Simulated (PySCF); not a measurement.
A structure optimised at B3LYP-D3(BJ)/def2-SVP, used in a PySCF frequency run:

```
C
H 1 1.0988
H 1 1.0988 2 109.84
H 1 1.0992 2 108.31 3 118.11
S 1 1.8468 2 112.08 4 116.61
Zn 5 2.1719 1 100.33 2 62.02
F 6 1.7494 1 144.56 2 54.95
```
Charge 0, spin multiplicity 1.

Write its SMILES, formula and point group.

C[S][Zn][F], CH3FSZn, Cs

What are its rotational constants (standard atomic weights)?

13.999, 1.8057, 1.6161 GHz
